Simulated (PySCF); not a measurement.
Radial density of Pm(3+) (promethium, charge +3)

B2PLYP, [Xe] 4f4, one real determinant. All numbers are calculated (PySCF 2.14, scalar relativity by spin-free X2C-1e, in ANO-RCC-VTZP (8s7p5d3f2g1h, 104 functions)).

| r (bohr) | 4πr²ρ (e/bohr) | 4πr²(ρα − ρβ) |
| --- | --- | --- |
| 0.0201 | 78.27 | 0.0020 |
| 0.0338 | 71.30 | 0.0049 |
| 0.0569 | 99.42 | 0.0080 |
| 0.0957 | 94.02 | 0.0106 |
| 0.161 | 85.18 | 0.1659 |
| 0.271 | 70.07 | 1.1382 |
| 0.456 | 38.37 | 3.6597 |
| 0.766 | 28.71 | 4.1381 |
| 1.29 | 10.07 | 1.6999 |
| 2.17 | 2.709 | 0.1515 |
| 3.65 | 0.06016 | -0.0009 |
| 6.13 | 0.0001997 | 0.0002 |
| 10.3 | 2.209e-05 | 0.0000 |

Densities and radii are taken from the X2C orbitals without a picture-change correction, which distorts them close to the nucleus.

⟨L²⟩ = 34.01 against 42 for a pure I term, so this real determinant mixes terms. Spin-orbit coupling, absent here, splits the open shell strongly.
